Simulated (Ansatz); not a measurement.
Species: BNH2Cl2, charge 0, singlet. BNH2Cl2 (SMILES NB(Cl)Cl).
B3LYP-D3(BJ)/def2-TZVP minimum from Ansatz (a program for electronic structure):
```
B
N 1 1.3854
H 2 1.0060 1 122.41
H 2 1.0060 3 115.17 1 -180.00
Cl 1 1.7705 2 120.26 3 180.00
Cl 1 1.7705 2 120.26 3 0.00
```
Charge 0, spin multiplicity 1.

Total energies in cc-pV(D+d)Z, 24 correlated electrons, 12 frozen orbitals. Radicals and triplets start from unrestricted determinants; spin-orbit coupling is neglected. Correlated methods leave the cores frozen. No relativity.

```csv
method,program,energy (Eh),minus CCSDT(Q) (mEh)
HF,Ansatz,-999.45908,582.23
MP2,Ansatz,-999.98622,55.09
CCSD,Ansatz,-1000.02395,17.36
CCSD(T),Ansatz,-1000.03923,2.08
CCSDT(Q),Ansatz,-1000.04131,0.00
```

Rough core times of Ansatz's runs on a shared machine: CCSD(T) under 20 s, CCSDT(Q) 5 min.
